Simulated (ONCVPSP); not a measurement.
u(r) = r·R(r): atom against pseudo-atom (Ga (Z = 31))

Columns: radius, all-electron u(r) and pseudo u(r) of the 4p shell (level -2.73 eV) of gallium in the configuration [Ar] 3d10 4s2 4p1; LDA (Perdew-Wang 92), scalar-relativistic, ONCV scheme, ONCVPSP 4.0.1.

```json
{"r (bohr)": "0.098", "all-electron": "0.1230", "pseudo": "0.0016"}
{"r (bohr)": "0.195", "all-electron": "0.0570", "pseudo": "0.0063"}
{"r (bohr)": "0.292", "all-electron": "-0.0831", "pseudo": "0.0144"}
{"r (bohr)": "0.390", "all-electron": "-0.1805", "pseudo": "0.0263"}
{"r (bohr)": "0.488", "all-electron": "-0.2114", "pseudo": "0.0422"}
{"r (bohr)": "0.585", "all-electron": "-0.1906", "pseudo": "0.0623"}
{"r (bohr)": "0.682", "all-electron": "-0.1382", "pseudo": "0.0868"}
{"r (bohr)": "0.780", "all-electron": "-0.0687", "pseudo": "0.1159"}
{"r (bohr)": "0.878", "all-electron": "0.0068", "pseudo": "0.1491"}
{"r (bohr)": "0.975", "all-electron": "0.0814", "pseudo": "0.1852"}
{"r (bohr)": "1.072", "all-electron": "0.1523", "pseudo": "0.2239"}
{"r (bohr)": "1.170", "all-electron": "0.2182", "pseudo": "0.2644"}
{"r (bohr)": "1.268", "all-electron": "0.2776", "pseudo": "0.3053"}
{"r (bohr)": "1.365", "all-electron": "0.3297", "pseudo": "0.3449"}
{"r (bohr)": "1.463", "all-electron": "0.3758", "pseudo": "0.3831"}
{"r (bohr)": "1.560", "all-electron": "0.4151", "pseudo": "0.4180"}
{"r (bohr)": "1.658", "all-electron": "0.4489", "pseudo": "0.4498"}
{"r (bohr)": "1.755", "all-electron": "0.4771", "pseudo": "0.4773"}
{"r (bohr)": "1.852", "all-electron": "0.5005", "pseudo": "0.5005"}
{"r (bohr)": "1.950", "all-electron": "0.5196", "pseudo": "0.5196"}
{"r (bohr)": "2.047", "all-electron": "0.5346", "pseudo": "0.5346"}
{"r (bohr)": "2.145", "all-electron": "0.5461", "pseudo": "0.5461"}
{"r (bohr)": "2.242", "all-electron": "0.5544", "pseudo": "0.5544"}
{"r (bohr)": "2.340", "all-electron": "0.5599", "pseudo": "0.5598"}
{"r (bohr)": "2.438", "all-electron": "0.5628", "pseudo": "0.5628"}
{"r (bohr)": "2.535", "all-electron": "0.5635", "pseudo": "0.5635"}
```

**Question.** How many radial nodes do the two functions have?

**Answer.** The all-electron 4p function has n − l − 1 = 2; the pseudo-wave has 0, since the states of the same l below it are removed with the core.

**Question.** At about which radius was the pseudo-wave matched?

**Answer.** 1.95 bohr. The columns agree to 0.0005 from 1.75 bohr on; several derivatives are matched, so the curves merge somewhat inside the radius.

**Question.** Is the pseudo-wave norm-conserving?

**Answer.** Yes: the ONCV scheme keeps the norm inside the radius equal to the all-electron one, which fixes the energy derivative of the logarithmic derivative at the level.
